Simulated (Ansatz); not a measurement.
C2H8MoN2O (`C[O][Mo]([CH3])(=[NH])=[NH]`). Charge 0, multiplicity 1. Mo takes the def2 core potential. All single points use the PBE0-D4/def2-TZVP geometry. It is one conformer, not always the lowest.

```xyz
14

C     0.862    2.321   -0.506
O     0.425    1.285    0.328
Mo   -0.502   -0.327    0.129
C     0.689   -1.937    0.803
N    -1.926   -0.421    1.101
N    -0.827   -0.701   -1.529
H     1.861    2.634   -0.188
H     0.188    3.180   -0.422
H     0.906    2.004   -1.553
H     0.928   -1.773    1.857
H     0.171   -2.891    0.701
H     1.608   -1.966    0.212
H    -2.907   -0.474    1.334
H    -1.478   -0.935   -2.267
```

**Question.** What is the dipole moment at r2SCAN/def2-TZVPP? (An estimate is asked.)

**Answer.** Computed: 1.34 D, with components (-0.42, 0.74, -1.03) D in this frame, pointing from negative to positive charge.

**Question.** And with PBE, B3LYP, ωB97M-V? (Estimate.)

**Answer.** Ansatz gave: PBE 1.37 D, B3LYP 1.35 D, ωB97M-V 1.37 D.

**Question.** Give the Mulliken charges with r2SCAN, ωB97M-V, B3LYP in def2-TZVPP. (Best estimate.)

**Answer.** Computed: 
```json
{"atom": "C1", "r2SCAN": "0.04", "ωB97M-V": "-0.14", "B3LYP": "-0.09"}
{"atom": "O2", "r2SCAN": "-0.52", "ωB97M-V": "-0.51", "B3LYP": "-0.53"}
{"atom": "Mo3", "r2SCAN": "1.37", "ωB97M-V": "1.26", "B3LYP": "1.39"}
{"atom": "C4", "r2SCAN": "-0.40", "ωB97M-V": "-0.52", "B3LYP": "-0.49"}
{"atom": "N5", "r2SCAN": "-0.66", "ωB97M-V": "-0.57", "B3LYP": "-0.64"}
{"atom": "N6", "r2SCAN": "-0.62", "ωB97M-V": "-0.54", "B3LYP": "-0.61"}
{"atom": "H7", "r2SCAN": "0.06", "ωB97M-V": "0.12", "B3LYP": "0.10"}
{"atom": "H8", "r2SCAN": "0.06", "ωB97M-V": "0.12", "B3LYP": "0.10"}
{"atom": "H9", "r2SCAN": "0.06", "ωB97M-V": "0.11", "B3LYP": "0.10"}
{"atom": "H10", "r2SCAN": "0.09", "ωB97M-V": "0.14", "B3LYP": "0.11"}
{"atom": "H11", "r2SCAN": "0.09", "ωB97M-V": "0.13", "B3LYP": "0.11"}
{"atom": "H12", "r2SCAN": "0.08", "ωB97M-V": "0.13", "B3LYP": "0.11"}
{"atom": "H13", "r2SCAN": "0.17", "ωB97M-V": "0.13", "B3LYP": "0.16"}
{"atom": "H14", "r2SCAN": "0.18", "ωB97M-V": "0.14", "B3LYP": "0.17"}
```

B3LYP here is the variant with VWN-RPA as its local correlation; programs differ in this.
